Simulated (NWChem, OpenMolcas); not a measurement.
# How basis sets differ on CH7FSi2 (SMILES F[SiH2]C[SiH3])

CH7FSi2 has 11 atoms, charge 0, and is taken as a singlet. SMILES: `F[SiH2]C[SiH3]`. The coordinates come from a PBE0-D4/def2-TZVP relaxation. This is one conformer, not always the lowest.

```jsonl
{"atom": "F", "x (Å)": "-1.6291", "y (Å)": "1.6674", "z (Å)": "0.2020"}
{"atom": "Si", "x (Å)": "-0.0692", "y (Å)": "1.4984", "z (Å)": "0.5344"}
{"atom": "C", "x (Å)": "0.3492", "y (Å)": "-0.3059", "z (Å)": "0.6055"}
{"atom": "Si", "x (Å)": "-0.1572", "y (Å)": "-1.3069", "z (Å)": "-0.8997"}
{"atom": "H", "x (Å)": "0.6940", "y (Å)": "2.1729", "z (Å)": "-0.5450"}
{"atom": "H", "x (Å)": "0.1757", "y (Å)": "2.1775", "z (Å)": "1.8314"}
{"atom": "H", "x (Å)": "1.4371", "y (Å)": "-0.3852", "z (Å)": "0.7226"}
{"atom": "H", "x (Å)": "-0.1013", "y (Å)": "-0.7511", "z (Å)": "1.4989"}
{"atom": "H", "x (Å)": "-1.6364", "y (Å)": "-1.3884", "z (Å)": "-0.9957"}
{"atom": "H", "x (Å)": "0.3699", "y (Å)": "-0.6657", "z (Å)": "-2.1341"}
{"atom": "H", "x (Å)": "0.3926", "y (Å)": "-2.6860", "z (Å)": "-0.8122"}
```

Quantity: the dipole moment, in D. The values are calculated.

```json
{"level": "HF/STO-3G", "kind": "Hartree–Fock", "program": "OpenMolcas", "value (D)": "1.26", "CPU time": "2.6 s"}
{"level": "HF/3-21G", "kind": "Hartree–Fock", "program": "OpenMolcas", "value (D)": "2.25", "CPU time": "3.5 s"}
{"level": "HF/6-31G* (spherical functions)", "kind": "Hartree–Fock", "program": "OpenMolcas", "value (D)": "2.01", "CPU time": "8.6 s"}
{"level": "HF/def2-SVP", "kind": "Hartree–Fock", "program": "NWChem", "value (D)": "2.07", "CPU time": "17 s"}
```

The values span 1.26 to 2.25 D. Sets without polarisation functions give poor dipoles. CPU times are rough (shared hosts, several kinds of processor): they show what a rung costs within a factor of a few.
